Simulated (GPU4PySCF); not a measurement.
N-phenylbenzimidazole (C13H10N2), SMILES c1cc2c(cc1)ncn2-c1ccccc1. Atoms are numbered in the order given.

```xyz
25

C      4.0027    -0.3596    -0.6806
C      3.0160    -1.2597    -1.0691
C      1.7072    -1.0998    -0.6345
C      1.3805    -0.0190     0.1833
N      0.0558     0.1481     0.6410
C     -0.3253     0.4571     1.9321
N     -1.6143     0.5363     2.1009
C     -2.1500     0.2752     0.8517
C     -3.4823     0.2515     0.4438
C     -3.7483    -0.0152    -0.8902
C     -2.7140    -0.2447    -1.8101
C     -1.3799    -0.2275    -1.4263
C     -1.1216     0.0231    -0.0833
C      2.3634     0.8913     0.5690
C      3.6727     0.7108     0.1432
H      5.0239    -0.4917    -1.0189
H      3.2677    -2.1019    -1.7039
H      0.9413    -1.8170    -0.9045
H      0.4201     0.5799     2.7056
H     -4.2748     0.4440     1.1576
H     -4.7754    -0.0408    -1.2362
H     -2.9613    -0.4375    -2.8480
H     -0.5865    -0.3902    -2.1459
H      2.0927     1.7435     1.1821
H      4.4347     1.4206     0.4448
```
Charge 0, spin multiplicity 1.

Geometry optimised at r2SCAN-D4/def2-TZVP. The values are those of a single conformer.

Calculation: SMD-B3LYP/6-31G* (GPU4PySCF).

Solvation free energies are E(SMD) − E(gas) at the gas-phase geometry, for 1 M in both phases. In vacuum the dipole moment is 3.62 D.

Task: Estimate the solvation free energies in water, 1-octanol, acetone, acetonitrile. (Estimate from the structure and the level; the computed values follow.)

Result: 
```tsv
solvent	ΔG(solv) (kcal/mol)	its non-electrostatic (CDS) part	dipole (D)
water	-6.8	3.0	4.97
1-octanol	-10.6	-2.3	4.78
acetone	-14.1	-4.8	4.89
acetonitrile	-14.1	-4.5	4.94
```
